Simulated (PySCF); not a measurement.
Simulated Si 2p region for Si(NH2)4 (`N[Si](N)(N)N`), binding energy against the vacuum level.

Every computed line was given a Gaussian of 0.4 eV full width at half maximum and an area set by the number of equivalent atoms (split 2:1 within a doublet); the highest printed point is 100. Level of theory: delta-SCF UKS SCAN, pcX-2 on the ionised atom, pcseg-1 elsewhere, spin-free X2C in PySCF.

binding energy (eV), intensity and a bar:
```
    106.1          0 
    106.2          3 #
    106.3         11 ###
    106.4         32 #########
    106.5         65 ####################
    106.6         96 #############################
    106.7        100 ##############################
    106.8         74 ######################
    106.9         42 #############
    107.0         26 ########
    107.1         32 #########
    107.2         46 ##############
    107.3         51 ###############
    107.4         41 ############
    107.5         23 #######
    107.6          9 ###
    107.7          3 #
    107.8          1
```

Question: How many maxima does the curve show, and how many computed lines lie under it?

Answer: The curve has 2 maxima (at 106.7 and 107.3 eV). Under it lie 2 lines from 1 inequivalent silicon site, drawn as a 2p3/2, 2p1/2 pair.

Question: Decompose the envelope and assign each component. Bonds: Si1–N2, Si1–N5, Si1–N8, Si1–N11. Hydrogens: H3, H4 on N2; H6, H7 on N5; H9, H10 on N8; H12, H13 on N11.

Answer: 
```tsv
position (eV)	relative area	line	atoms	environment
106.66	0.67	Si 2p3/2	Si1	silicon bonded to 4 N
107.29	0.33	Si 2p1/2	Si1	silicon bonded to 4 N
```

Question: What are the centre and the root-mean-square width of the whole band?

Answer: The area-weighted mean of the lines is 106.87 eV. Their own spread about it is 0.29 eV (rms) and each Gaussian has σ = 0.4/2.355 = 0.17 eV; the variances add, which gives 0.34 eV.

The curve has no shake-up lines and no vibrational structure. The 2p values aren't plain energy differences: one relaxed spin-free 2p hole is combined with a matrix within the shell (ground-state 2p orbital-energy differences and spin–orbit coupling). 2p3/2, the mean of its two sublevels, lies a third of the splitting below the shell's mean and 2p1/2 two thirds above it; the statistical areas are 2:1. 2p1/2 minus 2p3/2 (ligand field included): Si 0.62 eV. Geometry: PBE0-D3(BJ)/def2-SVP; no solvent, vibrations or thermal averaging.
